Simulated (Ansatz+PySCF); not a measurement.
A calculation with PySCF 2.14.0.

```python
from pyscf import gto, scf, cc

mol = gto.M(atom="""
Be 0.000000 0.000000 0.000000
S 0.000000 0.000000 2.080000
""", basis='6-31g', charge=0, spin=0)
mf = scf.RHF(mol)
mf.kernel()
mycc = cc.CCSD(mf, frozen=6).run()
et = mycc.ccsd_t()
print(mf.e_tot, mycc.e_corr, et, mycc.e_tot + et)
```

The script is written out from the run's settings.

Results

```json
{"Converged": "yes", "Reference energy": "-412.05354 hartree", "CCSD correlation energy": "-0.10112 hartree", "Triples correction": "-0.00758 hartree", "Total energy": "-412.16224 hartree", "Spin squared of the determinant": "0.000"}
```

Caution: large share of triples, a single reference is doubtful.
